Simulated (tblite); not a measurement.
C₃H₁₀N₂Si.
Numbering: `[CH2:1]=[N:2][NH:3][CH2:4][CH2:5][SiH3:6]` (hydrogens: H7, H8 on C1; H9 on N3; H10, H11 on C4; H12, H13 on C5; H14, H15, H16 on Si6)

Computed geometry: GFN2-xTB, gas phase.

(1) What internal coordinates does the optimisation give?

Results:

(1) 
```
                     bond  length (pm)   order
                    C1=N2        126.4  double
                    N2–N3        132.9  single
                    N3–C4        144.2  single
                    C4–C5        152.9  single
                   C5–Si6        190.1  single
                    C1–H7        109.3  single
                    C1–H8        107.4  single
                    N3–H9        102.2  single
           C4–H10, C4–H11        109.3  single
           C5–H12, C5–H13        109.3  single
Si6–H14, Si6–H15, Si6–H16        146.4  single
```

Bonds in one row agree within 1 pm and their mean is given. Orders are formal, as drawn. A selection of angles:
```
      angle  degrees
   N2–C1–H7    123.9
   N2–C1–H8    117.8
   H7–C1–H8    118.2
   C1–N2–N3    121.2
   N2–N3–C4    117.2
   N2–N3–H9    117.8
   C4–N3–H9    116.1
   N3–C4–C5    113.3
  N3–C4–H10    108.0
  N3–C4–H11    106.3
  C5–C4–H10    110.1
 H10–C4–H11    108.8
  C4–C5–Si6    112.9
  C4–C5–H12    108.9
  C4–C5–H13    108.4
 Si6–C5–H12    109.9
 H12–C5–H13    106.6
 C5–Si6–H14    108.9
H14–Si6–H15    110.2
```

Torsions: C1–N2–N3–C4 -160° (antiperiplanar); N2–N3–C4–C5 86° (synclinal); N3–C4–C5–Si6 -179° (antiperiplanar). The mirror-image conformer, all signs reversed, is as good.

N3 (nitrogen bonded to C, N and H) has angles 117.8°, 117.2° and 116.1°, sum 351.1°, 0.21 Å off the plane of its three neighbours. Of the pairs four or more bonds apart, H7···H9 is among the closest relative to their van der Waals radii: 2.34 Å, 97 % of the sum of Bondi's values. The 2 C–N bonds span 1.264 Å (C1=N2, drawn double) to 1.442 Å (N3–C4, drawn single), a spread of 0.178 Å. Si6 (SiH3 silicon) is tetrahedral (angles from 108.9° to 110.2°).

Point group: C1 (no symmetry element, even within 0.4 Å). Its GFN2-xTB frequencies are all real (lowest 62 cm⁻¹). One conformer, not necessarily the lowest. 3 starts were optimised and ended at 0.00, 0.00 and 1.15 kcal/mol (GFN2-xTB); the lowest of these is shown.

On one thread, Arm Neoverse N1 (aarch64), shared host with 64 logical CPUs at a one-minute load of 58, this took 0.85 s. This is the geometry optimisation.
